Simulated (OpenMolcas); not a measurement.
# W4+: effect of the metal basis

W4+ with its 6 nearest fluoride ions at 1.912 Å, on the Ge site of Cs2GeF6 (a = 9.021 Å, distance in the model lattice 1.804 Å). The rest of the host is ab initio model potentials to 7.6 Å and point charges beyond; the distance is set by hand and nothing relaxes.

- Program: OpenMolcas
- Method: CASSCF
- Spin-orbit coupling: state interaction with AMFI integrals over the reference wave functions

Fixed: ligand basis ANO-RCC-VDZP, active space 2 electrons in 5 orbitals (5d), DKH2 Hamiltonian.

States (labels of O, the rotations of Oh). Energies in cm-1 above the lowest state or level, χT in cm3 K/mol; under a threefold ground state the first gap can be a small split of the lowest multiplet, not the spin-orbit step.

```csv
Run,Metal basis,Ground state,First state of that spin,First gap with spin-orbit (degeneracies),χT at 300 K,First state of another spin,Cost
A,ANO-RCC-VDZP,3T1,3T2 40804,"207.7 (2, 3)",0.160,1T2 9553,roughly 27 core-seconds
B,ANO-RCC-VTZP,3T1,3T2 40111,"202.0 (2, 3)",0.164,1T2 9722,roughly 50 core-seconds
```

Against A, the first state of the same spin changes by -1.7 % in B.

Costs are those of the RASSCF and RASSI steps.

An orbital triplet at a regular site is open to Jahn-Teller coupling, which can distort the site and quench the lowest spin-orbit gaps and is left out. Without dynamic correlation the repulsion within the d shell is too large (B by tens of per cent), so at a given field states of lower spin stand too high. With metal d orbitals alone the field can be off either way by tens of per cent. Ligand-to-metal charge-transfer states are missing. With no ligand orbital active B as a rule stays too high, so bands that hang on it stand too high and its fall with covalency is understated. The least metal-like active orbital is 74 % on the metal (Löwdin) and no ligand orbital is active, so the numbers are rough (holds for A). The least metal-like active orbital is 75 % on the metal (Löwdin) and no ligand orbital is active, so the numbers are rough (holds for B). No measured value stands beside these numbers; the geometry was set by hand and not optimised.
